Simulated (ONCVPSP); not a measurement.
**u(r) = r·R(r): atom against pseudo-atom (calcium)**

Columns: radius, all-electron u(r) and pseudo u(r) of the 3p shell (level -28.33 eV) of calcium in the configuration [Ne] 3s2 3p6 4s1.75 4p0.25; LDA (Perdew-Wang 92), scalar-relativistic, ONCV scheme, ONCVPSP 4.0.1.

| r (bohr) | all-electron | pseudo |
| --- | --- | --- |
| 0.098 | -0.3160 | 0.0227 |
| 0.195 | -0.4793 | 0.0871 |
| 0.292 | -0.3567 | 0.1866 |
| 0.390 | -0.0901 | 0.3120 |
| 0.488 | 0.2043 | 0.4496 |
| 0.585 | 0.4632 | 0.5849 |
| 0.682 | 0.6661 | 0.7077 |
| 0.780 | 0.8100 | 0.8097 |
| 0.878 | 0.8986 | 0.8837 |
| 0.975 | 0.9408 | 0.9269 |
| 1.072 | 0.9480 | 0.9410 |
| 1.170 | 0.9290 | 0.9294 |
| 1.268 | 0.8918 | 0.8970 |
| 1.365 | 0.8430 | 0.8499 |
| 1.463 | 0.7868 | 0.7930 |
| 1.560 | 0.7277 | 0.7320 |
| 1.658 | 0.6672 | 0.6695 |
| 1.755 | 0.6082 | 0.6091 |
| 1.852 | 0.5516 | 0.5517 |
| 1.950 | 0.4975 | 0.4974 |
| 2.047 | 0.4474 | 0.4474 |
| 2.145 | 0.4007 | 0.4007 |
| 2.242 | 0.3583 | 0.3582 |
| 2.340 | 0.3192 | 0.3192 |
| 2.438 | 0.2838 | 0.2838 |
| 2.535 | 0.2523 | 0.2523 |

Task: How many radial nodes do the two functions have?

Result: The all-electron 3p function has n − l − 1 = 1; the pseudo-wave has 0, since the states of the same l below it are removed with the core.

Task: At about which radius was the pseudo-wave matched?

Result: 1.95 bohr. The columns agree to 0.0005 from 1.85 bohr on; several derivatives are matched, so the curves merge somewhat inside the radius.

Task: Where does each function peak?

Result: Outermost all-electron maximum near 1.07 bohr, pseudo maximum near 1.07 bohr (to the table’s step).

Task: Is the pseudo-wave norm-conserving?

Result: Yes: the ONCV scheme keeps the norm inside the radius equal to the all-electron one, which fixes the energy derivative of the logarithmic derivative at the level.
